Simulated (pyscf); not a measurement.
Single points on ωB97X-D3(BJ)/def2-SVP structures (PySCF, gas phase).

Task: Estimate the classical barrier height and the reaction energy of H₂As–AsH–AsH₂ -> HAs=AsH + AsH₃ at ωB97M-D3(BJ)/def2-TZVP. The step runs on the singlet surface, breaks As–As, As–H and forms As–H; take the reactant's lowest minimum found as zero.

Result: ΔE‡ = 65.2 kcal/mol, ΔE = +25.5 kcal/mol. Zero-point energy shifts the barrier by -1.4 kcal/mol. It is an elimination, with an imaginary mode of 941i cm⁻¹. The same reactants have a lower exit, to AsH₂• + •HAs–AsH₂ (no saddle counted: cutting one bond costs +48.3 kcal/mol at ωB97M-D3(BJ)/def2-TZVP, against +65.2 kcal/mol here). One saddle was located; it need not be the lowest between these sides. One closed-shell reference is unstable to symmetry breaking; treat the single-reference values with care. Elements up to Kr have no core potential and no relativistic terms here.
